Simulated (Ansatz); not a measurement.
Geometry optimisation, Ansatz, RKS CAM-B3LYP/def2-SVP.

Input file:

```yaml
crystal:
  periodic: [false, false, false]
  atoms:
    - { symbol: In, position_ang: [-0.048155, 0.668938, -0.281093] }
    - { symbol: Cl, position_ang: [-0.233959, -0.214681, 3.239647] }
    - { symbol: O, position_ang: [1.746718, -0.07358, -0.693787] }
    - { symbol: H, position_ang: [1.740222, -0.931562, -1.135906] }
    - { symbol: O, position_ang: [-1.80531, -0.075174, -0.810858] }
    - { symbol: H, position_ang: [-1.790923, -1.005993, -1.064767] }
    - { symbol: S, position_ang: [-0.051332, 2.78768, 0.952266] }
    - { symbol: H, position_ang: [1.298874, 2.817084, 0.999043] }
    - { symbol: H, position_ang: [-0.191435, 1.077188, 2.901455] }
basis:
  gaussian: { orbitals: def2-SVP }
hamiltonian:
  xc: cam_b3lyp
relax:
  f_tol: 0.03
  max_steps: 50
output:
  orbitals: {}
```

Launched with:

```bash
$ ansatz run input.yaml --threads 4 --pin off --max-ram 5120MiB --backend cpu --events-out ev --progress --plain --runs-dir out
```

Question: Where does it end, and by what steps?

Answer: It converged. The force dipped under the threshold on the way, but the program's further checks kept it going. After 7 steps the energy has fallen by 0.127 eV; Cl2 moved furthest, 0.48 Å.

```tsv
step	energy less start (eV)	largest force component (eV/Å)	accepted
0	0.0000	1.012	yes
1	-0.0756	0.419	yes
2	-0.1130	0.319	yes
3	-0.0911	0.889	no
4	-0.1253	0.129	yes
5	-0.1262	0.026	yes
6	-0.1262	0.033	no
7	-0.1266	0.028	yes
```

```xyz
9
Properties=species:S:1:pos:R:3
In -0.061 0.620 -0.072
Cl -0.197 -0.252 2.763
O 1.741 -0.063 -0.560
H 1.741 -0.916 -1.011
O -1.814 -0.054 -0.718
H -1.820 -0.987 -0.962
S -0.051 2.790 0.993
H 1.299 2.854 0.980
H -0.173 1.058 2.693
```

Time of the run: 22 s on 4 threads of Arm Neoverse V1, with other jobs on the host, peak memory 0.34 GiB.
